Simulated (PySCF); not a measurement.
**YbH at PBE**

Computed with PBE; PySCF, spin-free X2C with a Gaussian nucleus, basis sets Yb x2c-TZVPall, H x2c-TZVPall.

```json
{
  "state": "doublet, about 13.9 electrons in the 4f shell (Mulliken)",
  "bond length": "2.020 Å",
  "harmonic wavenumber": "1223 cm⁻¹",
  "force constant": "0.883 mdyn/Å",
  "rotational constant Be": "4.125 cm⁻¹",
  "anharmonicity ωexe": "22.5 cm⁻¹",
  "vibration–rotation constant αe": "0.115 cm⁻¹",
  "well depth De to Yb (4f14 6s2) + H": "1.61 eV",
  "dissociation energy D0": "1.54 eV",
  "bond order (Mayer)": "0.88",
  "dipole moment (positive dipole means Yb(−)H(+))": "-2.42 D"
}
```

Spin–orbit coupling is left out. The state is the lowest single determinant that the PBE0 search found; with open d or f shells the true ground state can be another one.
